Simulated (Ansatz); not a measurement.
Reactions of C₅H₁₂SeSn, SMILES `C=C[Se][Sn]([CH3])([CH3])[CH3]`.

Computed with Ansatz on PBE0-D4/def2-TZVP structures; ΔE is electronic, products minus reactants. CCSD(T)/CBS is the MP2 limit (def2-TZVPP, def2-QZVPP) plus CCSD(T) − MP2 in def2-TZVPP, frozen cores. This one scheme is used for every species, atoms too. No spin–orbit coupling; open shells (•) take unrestricted orbitals. Spin–orbit coupling would lower the free atoms: a little for C; clearly for Se; strongly for Sn. def2 core potentials past Kr. Bonds to Se, Sn are less sure, by a few kJ/mol each and by 10 to 20 or more in all where they break to atoms, as the def2 sets lack core-valence functions. Scalar relativity is left out up to krypton. One conformer a species, not always the lowest.

Order these by ΔE at CCSD(T)/CBS, lowest first. (Best estimate.)
A. `C=C[Se][Sn]([CH3])([CH3])[CH3]` + BH₃ → `B[Se]C=C` + `[CH3][SnH]([CH3])[CH3]`
B. `C=C[Se][Sn]([CH3])([CH3])[CH3]` + `F[SiH](F)F` → `C=C[Se][Si](F)(F)F` + `[CH3][SnH]([CH3])[CH3]`
C. `C=C[Se][Sn]([CH3])([CH3])[CH3]` → 5 C• + 12 H• + Se• + Sn•
D. `C=C[Se][Sn]([CH3])([CH3])[CH3]` + `C=N` → `C=C[Se]C=N` + `[CH3][SnH]([CH3])[CH3]`
E. `C=C[Se][Sn]([CH3])([CH3])[CH3]` + `C[SiH3]` → `C=C[Se][SiH2]C` + `[CH3][SnH]([CH3])[CH3]`
F. `C=C[Se][Sn]([CH3])([CH3])[CH3]` + silanol → `C=C[Se][SiH2]O` + `[CH3][SnH]([CH3])[CH3]`

A (-10.0 kJ/mol), F (+24.2 kJ/mol), E (+33.4 kJ/mol), B (+47.0 kJ/mol), D (+117.9 kJ/mol), C (+7041.4 kJ/mol).

Largest T1 diagnostic: 0.013, for `B[Se]C=C`.
